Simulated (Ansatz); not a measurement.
**Nudged elastic band run: AlH₇OSn**

input.yaml

```yaml
crystal:
  periodic: [false, false, false]
  atoms:
    - { symbol: Sn, position_ang: [0.046699, 0.074015, -0.065446] }
    - { symbol: H, position_ang: [0.444515, -0.440159, 1.507995] }
    - { symbol: H, position_ang: [1.361293, -0.21828, -1.133221] }
    - { symbol: H, position_ang: [-0.501197, 1.674105, -0.200899] }
    - { symbol: H, position_ang: [-1.18453, -1.016, -0.692463] }
    - { symbol: O, position_ang: [-2.583332, 0.109086, 1.380184] }
    - { symbol: Al, position_ang: [-3.032712, -0.959226, 0.083955] }
    - { symbol: H, position_ang: [-3.127538, -2.521807, 0.376501] }
    - { symbol: H, position_ang: [-3.689929, -0.255847, -1.175379] }
    - { symbol: H, position_ang: [-2.46687, -0.184086, 2.285971] }
basis:
  gaussian: { orbitals: def2-SVP }
hamiltonian:
  xc: pbe0
neb:
  order_check: false
  images: 2
  f_tol: 0.05
  max_iterations: 60
  climbing: false
  final_atoms:
    - { symbol: Sn, position_ang: [-0.18714667, 0.04355311, -0.78689889] }
    - { symbol: H, position_ang: [-0.88901771, 0.53978059, 3.16041144] }
    - { symbol: H, position_ang: [1.10310277, -0.85476956, -0.11203948] }
    - { symbol: H, position_ang: [-0.0252548, 1.72621365, -0.52749588] }
    - { symbol: H, position_ang: [-0.4320531, -0.32925133, -2.44282731] }
    - { symbol: O, position_ang: [-1.81765042, -0.50529617, 0.19260797] }
    - { symbol: Al, position_ang: [-3.31444258, -1.30687173, 0.13542021] }
    - { symbol: H, position_ang: [-3.7845454, -1.99752183, -1.22097052] }
    - { symbol: H, position_ang: [-4.19191484, -1.33375268, 1.45773565] }
    - { symbol: H, position_ang: [-1.19467826, 0.27971695, 2.51125481] }
  initial_path:
    images:
      - { positions_ang: [[0.046699, 0.074015, -0.065446], [0.444515, -0.440159, 1.507995], [1.361293, -0.21828, -1.133221], [-0.501197, 1.674105, -0.200899], [-1.18453, -1.016, -0.692463], [-2.583332, 0.109086, 1.380184], [-3.032712, -0.959226, 0.083955], [-3.127538, -2.521807, 0.376501], [-3.689929, -0.255847, -1.175379], [-2.46687, -0.184086, 2.285971]] }
      - { positions_ang: [[0.02663579, -0.00307773, 0.00912117], [0.11780733, -0.18363752, 1.92628846], [1.56924332, -0.12990288, -0.70058602], [-0.6629347, 1.49488677, -0.43120744], [-0.94558652, -1.29403362, -0.60915168], [-2.29273494, 0.04722926, 0.92361768], [-3.32201493, -0.92274414, -0.01615369], [-3.1936656, -2.42446494, -0.2252782], [-4.47194475, -0.24554033, -0.57429692], [-1.55840601, -0.07691387, 2.06484464]] }
      - { positions_ang: [[-0.05131277, -0.0132317, -0.23136313], [-0.32670357, 0.14300901, 2.47709394], [1.48317991, -0.34206607, -0.36019218], [-0.5042873, 1.51225632, -0.54007307], [-0.69476088, -1.0651174, -1.19260645], [-2.03750775, -0.1575648, 0.527759], [-3.41592512, -1.03862605, 0.00100138], [-3.41266806, -2.24970321, -0.7577687], [-4.63927336, -0.60484222, 0.30340796], [-1.1343421, 0.07768711, 2.13993924]] }
      - { positions_ang: [[-0.18714667, 0.04355311, -0.78689889], [-0.88901771, 0.53978059, 3.16041144], [1.10310277, -0.85476956, -0.11203948], [-0.0252548, 1.72621365, -0.52749588], [-0.4320531, -0.32925133, -2.44282731], [-1.81765042, -0.50529617, 0.19260797], [-3.31444258, -1.30687173, 0.13542021], [-3.7845454, -1.99752183, -1.22097052], [-4.19191484, -1.33375268, 1.45773565], [-1.19467826, 0.27971695, 2.51125481]] }
```

Command:

```bash
$ ansatz run input.yaml --threads 2 --pin off --max-ram 3072MiB --backend cpu --events-out ev --progress --plain --runs-dir out
```

Output, in part (warnings, iteration lines, the closing report on the highest movable image, with atoms numbered from 0):

```
NEB end point (image 0): max|allowed force component| = 1.822e-2 eV/Å (the criterion of neb.relax_end_points is 1.000e-2)
NEB end point (image 3): max|allowed force component| = 2.177e-2 eV/Å (the criterion of neb.relax_end_points is 1.000e-2)
NEB iter   1: max|band force component| = 5.390e0 eV/Å  barrier→ = 3.6155 eV  barrier← = 3.2730 eV  Δτ_max = 0.2000 Å  (95 SCF iters)
NEB iter   2: max|band force component| = 3.726e0 eV/Å  barrier→ = 2.0593 eV  barrier← = 1.7168 eV  Δτ_max = 0.2000 Å  (55 SCF iters)
NEB iter   3: max|band force component| = 1.470e1 eV/Å  barrier→ = 2.1371 eV  barrier← = 1.7945 eV  Δτ_max = 0.0981 Å  (53 SCF iters)
NEB iter   4: max|band force component| = 2.310e0 eV/Å  barrier→ = 0.8730 eV  barrier← = 0.5305 eV  Δτ_max = 0.2000 Å  (48 SCF iters)
NEB iter   5: max|band force component| = 1.110e0 eV/Å  barrier→ = 0.6157 eV  barrier← = 0.2732 eV  Δτ_max = 0.2000 Å  (52 SCF iters)
NEB iter   6: max|band force component| = 5.757e-1 eV/Å  barrier→ = 0.5550 eV  barrier← = 0.2125 eV  Δτ_max = 0.2000 Å  (49 SCF iters)
NEB iter   7: max|band force component| = 7.533e-1 eV/Å  barrier→ = 0.5053 eV  barrier← = 0.1628 eV  Δτ_max = 0.1036 Å  (51 SCF iters)
NEB iter   8: max|band force component| = 5.722e-1 eV/Å  barrier→ = 0.4712 eV  barrier← = 0.1287 eV  Δτ_max = 0.1019 Å  (48 SCF iters)
NEB iter   9: max|band force component| = 2.291e-1 eV/Å  barrier→ = 0.4371 eV  barrier← = 0.0946 eV  Δτ_max = 0.1984 Å  (52 SCF iters)
NEB iter  10: max|band force component| = 1.806e-1 eV/Å  barrier→ = 0.4172 eV  barrier← = 0.0747 eV  Δτ_max = 0.2000 Å  (49 SCF iters)
NEB iter  11: max|band force component| = 2.152e-1 eV/Å  barrier→ = 0.3998 eV  barrier← = 0.0573 eV  Δτ_max = 0.1003 Å  (52 SCF iters)
NEB iter  12: max|band force component| = 2.335e-1 eV/Å  barrier→ = 0.3868 eV  barrier← = 0.0443 eV  Δτ_max = 0.0500 Å  (45 SCF iters)
NEB iter  13: max|band force component| = 2.238e-1 eV/Å  barrier→ = 0.3809 eV  barrier← = 0.0384 eV  Δτ_max = 0.0501 Å  (43 SCF iters)
NEB iter  14: max|band force component| = 1.717e-1 eV/Å  barrier→ = 0.3770 eV  barrier← = 0.0345 eV  Δτ_max = 0.0503 Å  (45 SCF iters)
NEB iter  15: max|band force component| = 2.254e-1 eV/Å  barrier→ = 0.3733 eV  barrier← = 0.0308 eV  Δτ_max = 0.0252 Å  (44 SCF iters)
NEB iter  16: max|band force component| = 1.012e-1 eV/Å  barrier→ = 0.3718 eV  barrier← = 0.0293 eV  Δτ_max = 0.0502 Å  (44 SCF iters)
NEB iter  17: max|band force component| = 1.001e-1 eV/Å  barrier→ = 0.3684 eV  barrier← = 0.0258 eV  Δτ_max = 0.0251 Å  (44 SCF iters)
NEB iter  18: max|band force component| = 6.170e-2 eV/Å  barrier→ = 0.3673 eV  barrier← = 0.0248 eV  Δτ_max = 0.0252 Å  (45 SCF iters)
NEB iter  19: max|band force component| = 1.232e-1 eV/Å  barrier→ = 0.3660 eV  barrier← = 0.0235 eV  Δτ_max = 0.0125 Å  (44 SCF iters)
NEB iter  20: max|band force component| = 4.081e-2 eV/Å  barrier→ = 0.3655 eV  barrier← = 0.0230 eV  Δτ_max = 0.0000 Å  (92 SCF iters)
Total energy: -14579.88532195 eV, -535.8009029805 hartree
Atom 0 at    -0.231373     0.233437    -0.825112 Å, force     0.013966     0.001372    -0.019526 eV/Å
Atom 1 at    -0.551407    -0.560701     3.040894 Å, force    -0.022814    -0.003047     0.016478 eV/Å
Atom 2 at     0.920925     0.194437     0.437519 Å, force    -0.002542     0.002863     0.000107 eV/Å
Atom 3 at    -0.385970     1.789737    -1.519368 Å, force     0.002026     0.001183    -0.006050 eV/Å
Atom 4 at     0.064576    -0.973310    -2.006025 Å, force     0.001236     0.000487    -0.007356 eV/Å
Atom 5 at    -1.982448    -0.167173    -0.005465 Å, force    -0.016275    -0.005112    -0.001102 eV/Å
Atom 6 at    -3.429034    -1.025370     0.210083 Å, force     0.009946     0.002033     0.002261 eV/Å
Atom 7 at    -3.460924    -2.591355    -0.063437 Å, force     0.000837    -0.001429    -0.005885 eV/Å
Atom 8 at    -4.715198    -0.224998     0.681194 Å, force     0.005383     0.001698     0.014329 eV/Å
Atom 9 at    -0.962747    -0.412903     2.416916 Å, force     0.008237    -0.000049     0.006744 eV/Å
Dipole moment:     0.311122     0.057177    -0.181305 e Å
```

The forces met the threshold. No image climbed, so the highest image needn't sit at the top of the path. A band with more images between the same ends climbed to 1.63 eV, so this one has probably stepped over the top. So few images can step over the top or miss a turn of the path. The orbitals stay closed-shell, which can raise the energy where a bond breaks towards radicals; this wasn't checked here.

Final band (atoms are numbered from 1 in the order of the input):

| image | path coordinate (Å) | energy (eV) | Sn1–H2 (Å) | O6–H10 (Å) | Sn1–O6 (Å) |
| --- | --- | --- | --- | --- | --- |
| 0 | 0.00 | 0.00 | 1.70 | 0.96 | 3.00 |
| 1 | 3.05 | 0.36 | 1.75 | 0.96 | 3.01 |
| 2 | 6.11 | 0.37 | 3.96 | 2.64 | 1.97 |
| 3 | 9.16 | 0.34 | 4.04 | 2.53 | 1.98 |

Run time: 97 s on 2 threads of Arm Neoverse V1, on a shared host, peak memory 0.2 GiB.
